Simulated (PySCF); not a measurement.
## Core-level binding energies of Al(H2O)F3

Species: Al(H2O)F3.
Bonds: Al1–O2, Al1–F5, Al1–F6, Al1–F7. Hydrogens: H3, H4 on O2.

Method: PySCF 2.14.0, delta-SCF UKS SCAN, pcX-2 on the ionised atom, pcseg-1 elsewhere, spin-free X2C. These are vertical core ionisation energies against the vacuum level, from separate self-consistent calculations with and without the core hole.

Question: What binding energy does each computed site have?

Answer: 
| atom(s) | bonded to | level | binding energy (eV) | count |
| --- | --- | --- | --- | --- |
| O2 | 2 H and Al | O 1s | 543.09 | 1 |
| F5/F7 | Al | F 1s | 691.92 | 2 |
| Al1 | 3 F and O | Al 1s | 1568.84 | 1 |

Question: Which photon wavelength matches the Al 1s of Al1 threshold?

Answer: λ = hc/E = 12398.42 eV Å / 1568.84 eV = 7.903 Å.

Question: Express the binding energy of Al 1s of Al1 in atomic units and per mole.

Answer: 1568.84 eV = 57.6538 Eh = 151370 kJ/mol.

One atom of each set of topologically equivalent atoms was ionised and stands for the set; in this conformer not all members are related by symmetry, and their own values weren't computed. The list is incomplete; no value stands for F 1s of F6. Isolated species at its PBE0-D3(BJ)/def2-SVP geometry, gas phase.

Hardware: an x86-64 server with one thread, shared host. Cost: 7.7 s of wall time.
